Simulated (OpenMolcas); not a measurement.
Mo4+ (d2) in a complex was computed by SS-CASPT2, IPEA 0.25 Eh, imaginary shift 0.1 Eh with the d shell active (OpenMolcas, ANO-RCC-VTZP on the metal). Its lowest spin-free states, and all those of the highest spin:

```
2S+1  Degeneracy  E (cm-1)
   3           3         0
   1           3      7740
   1           2      7860
   1           1     18620
   3           3     29810
   3           3     36690
   1           3     37590
   1           3     40140
   3           1     61050
   1           2     68460
   1           1     78120
```

Problem. Is the site octahedral, tetrahedral or cube-like, axial, or of lower symmetry?

Solution. The states with 2S+1 = 3 have orbital degeneracies 3, 3, 3, 1. Threefold states need a cubic site. For d2 at this spin an octahedron puts the threefold T1 below the threefold T2 and a tetrahedron or cube puts the single A2 below the threefold T2, so the site is octahedral. The run had Mo4+ with 6 ligands (fluoride) in octahedral coordination (Oh) at 1.96 Å. A charge of +0.333 e stands 2.8 Å behind each ligand. Ligand basis ANO-RCC-VDZP.

Roots that are degenerate in the reference are averaged as groups; the widest CASPT2 spread within a group is 740 cm-1 (the 3-fold group of multiplicity 1 near 37600 cm-1 above the lowest state of its run). Shifts and gaps below about the spread of the groups concerned are not significant. Over all roots computed the reference weight is 0.70 to 0.71; a low but even weight reflects the number of correlated electrons. An orbital triplet at a regular site is open to Jahn-Teller coupling, which can distort the site and quench the lowest spin-orbit gaps and is left out. The least metal-like active orbital is 79 % on the metal (Löwdin) and no ligand orbital is active, so the numbers are rough. Ligand-to-metal charge-transfer states are missing. With no ligand orbital active B as a rule stays too high, so bands that hang on it stand too high and its fall with covalency is understated. With one d shell and no ligand orbital active, 10Dq can be off by a tenth or more. No measured value stands beside these numbers; the geometry is a model, was not optimised and need not be the one that this ion takes.
